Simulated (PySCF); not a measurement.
Relaxation of singlet [Hf2F]+

Level of theory: PySCF, PBE0, basis F def2-TZVP, Hf def2-TZVP with ECP60 (scalar-relativistic core potentials, no spin–orbit coupling, density fitting). A (50,194) grid was used.

A start displaced from a saddle point along its imaginary mode, of C2v symmetry, held to at least that symmetry:

```xyz
3
charge 1 multiplicity 1, angstrom
F     0.0339    0.2477    0.0000
Hf   -0.0018   -0.0131    2.0216
Hf   -0.0018   -0.0131   -2.0216
```

Optimiser trace:
```tsv
step	E − E(last) (kJ/mol)	largest gradient (Eh/bohr)
0	137.05	0.00558
1	136.51	0.00366
2	134.37	0.00666
3	103.92	0.03146
4	34.43	0.02164
5	22.25	0.03984
6	13.43	0.02694
7	12.64	0.02626
8	2.81	0.01656
9	0.41	0.00647
10	0.01	0.00072
11	0.00	0.00001
```

It ends at C2v with F–Hf 2.050 Å (×2), Hf–Hf 2.976 Å; F–Hf–Hf 43.5° (×2), Hf–F–Hf 93.1°. The frequency run here used a shortcut that can spoil soft modes, so no verdict on minimum or saddle point is given. Other isomers or separated fragments may lie lower.

Final geometry:
```xyz
3
charge 1 multiplicity 1, angstrom
F     0.1814    1.3267    0.0000
Hf   -0.0096   -0.0701    1.4880
Hf   -0.0096   -0.0701   -1.4880
```

Stability towards spin polarisation was not tested. With an element this heavy the missing spin–orbit coupling can shift these numbers.

The relaxation took about 4 core-minutes on a shared host.
